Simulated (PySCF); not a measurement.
Vertical excitation energies

C₂H₈O₃SSi.
SMILES: `CS(=O)(=O)C[SiH2]O`

Computed, not measured: PySCF, TDDFT wB97X-D/def2-SVPD, vertical, gas phase, core orbitals frozen in the response. Geometry: GFN2-xTB, one conformer, isolated molecule. Torsions of this conformer, `[CH3:1][S:2](=[O:3])(=[O:4])[CH2:5][SiH2:6][OH:7]`: C1–S2–C5–Si6 180°, S2–C5–Si6–O7 180°, H–O7–Si6–C5 180°.

Predict the UV-vis stick spectrum at this level.

```csv
state,E (eV),E (hartree),f,symmetry,"main configurations (H = HOMO, L = LUMO)"
S1,7.35,0.2702,0.0000,–,H-2→L (86%)
S2,7.50,0.2756,0.0018,–,"H→L (64%), H→L+1 (12%), H→L+4 (12%)"
S3,7.93,0.2915,0.011,A″,"H-1→L (59%), H-1→L+1 (15%), H-1→L+4 (14%)"
S4,8.16,0.2998,0.031,A′,"H→L+1 (71%), H-5→L (13%)"
S5,8.40,0.3087,0.0024,A″,"H-3→L (35%), H-2→L+1 (27%)"
S6,8.43,0.3100,0.103,A′,"H-5→L (57%), H-4→L (10%), H→L+1 (9%)"
S7,8.61,0.3165,0.0000,–,"H-1→L+1 (27%), H-2→L+5 (17%), H-2→L+1 (17%)"
S8,8.66,0.3181,0.0047,A″,"H-1→L+1 (41%), H-2→L+5 (10%)"
```

Triplets (Tamm–Dancoff): T1 7.06 eV, H-2→L (82%); T2 7.14 eV, H→L (58%), H→L+4 (15%); T3 7.65 eV, H-1→L (54%), H-1→L+4 (22%), H-1→L+1 (9%).

The lowest singlet comes at 169 nm (709 kJ/mol) in the vacuum ultraviolet; it is dark (f under 0.0005); its leading configuration is HOMO-2→LUMO (86%). The strongest level in the table is S6 at 8.43 eV (147 nm, f = 0.103). Löwdin shares by element: HOMO oxygen 47% or more, carbon 28% (atoms not listed hold the other 24%); LUMO silicon 29%, oxygen 23% or more, hydrogen 10% or more, carbon 7% or more (atoms not listed hold the other 31%). Orbital energies (eV): HOMO-3 -11.40, HOMO-2 -10.65, HOMO-1 -10.61, HOMO -10.26, LUMO 1.42, LUMO+1 1.69, LUMO+2 2.54. The listed states span 1.30 eV, and the widest gap between neighbours is 0.44 eV (S2 to S3). Weighted by f, the mean energy of these states is 8.34 eV. Symmetry labels in Cs follow from the direction of the transition dipole and are given only for states with f of 0.002 or more. Singlets were solved by full linear response, triplets in the Tamm–Dancoff approximation.
